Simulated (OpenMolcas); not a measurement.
# S2+: terms and fine structure

- Program: OpenMolcas 26.06
- Method: MS-RASPT2, IPEA 0.25 Eh, imaginary shift 0.1 Eh (closed shells correlated: 2s 2p)
- Basis: ANO-RCC-VTZP [5s4p2d1f]
- Scalar Hamiltonian: DKH2, point nucleus
- Active space: 4 electrons in 9 orbitals (RAS2 3s 3p; RAS3 3d, at most 2 electrons)
- State averaging: 2S+1 = 3 even, 6 roots; 2S+1 = 1 even, 12 roots; 2S+1 = 5 odd, 1 root; 2S+1 = 3 odd, 8 roots; 2S+1 = 1 odd, 8 roots
- Spin-orbit coupling: RASSI with atomic mean-field integrals over the reference wave functions, term energies averaged over their components

With spin-orbit coupling, above the lowest level:

| Configuration | Term | J | E (cm-1) | Measured (cm-1) | g | Term weight % |
| --- | --- | --- | --- | --- | --- | --- |
| 3s2 3p2 | 3P | 0 | 0.0 | 0.0 |  | 100 |
| 3s2 3p2 | 3P | 1 | 264 | 299 | 1.501 | 100 |
| 3s2 3p2 | 3P | 2 | 747 | 833 | 1.501 | 100 |
| 3s2 3p2 | 1D | 2 | 11720 | 11323 | 1.000 | 100 |
| 3s2 3p2 | 1S | 0 | 27850 | 27161 |  | 100 |
| 3s 3p3 | 5S* | 2 | 56670 | 58672 | 2.002 | 100 |
| 3s 3p3 | 3D* | 1 | 83610 | 84019 | 0.499 | 100 |
| 3s 3p3 | 3D* | 2 | 83630 | 84047 | 1.167 | 100 |
| 3s 3p3 | 3D* | 3 | 83660 | 84099 | 1.334 | 100 |
| 3s 3p3 | 3P* | 2 | 98820 | 98745 | 1.500 | 100 |
| 3s 3p3 | 3P* | 1 | 98850 | 98766 | 1.501 | 100 |
| 3s 3p3 | 3P* | 0 | 98850 | 98772 |  | 100 |

Against the 11 measured excited levels shown (NIST levels in Podobedova, Kelleher and Wiese, J. Phys. Chem. Ref. Data 38, 171 (2009)) the mean absolute deviation is 430 cm-1; the largest miss in energy is 3s 3p3 5S* 2: computed 56670, measured 58672 cm-1 (-3.4 %), and the largest in proportion 3s2 3p2 3P1 (-11.5 %).

Spin-orbit coupling puts the lowest level 511 cm-1 below the lowest spin-free term.

For 3P the intervals divided by the larger J are 264.3, 241.4 cm-1. Landé's interval rule makes them equal in pure LS coupling; they differ by 9 % of their mean. The multiplet is regular.

CASPT2 does not keep the components of a term degenerate, so their means are used; among the terms shown or strongly mixed into the levels shown the widest spread is 16 cm-1 (3s2 3p2 1D). The run also gave levels led by 3s 3p2 3d, 3s2 3p 3d, which use shells meant for correlation; these and all levels above them are left out. Some terms mix strongly with configurations of 3d, whose occupation reaches 0.21 (3s 3p3 3D*, 3s 3p3 3P*). Computed and measured levels are paired by configuration, term and J; levels that our copy of the source lacks, or whose pairing is in doubt (as where it misses far off the trend of its configuration), stay unpaired and out of the deviations. Only configurations of the active space appear. The first state left out of the spin-orbit step lies near 140000 cm-1 above the lowest spin-free state of the reference (among the parities and spins computed), and the list stops at four fifths of that energy or lower.

The term weight is that of the spin-free term in the level, not the purity of its configuration. * marks odd parity.
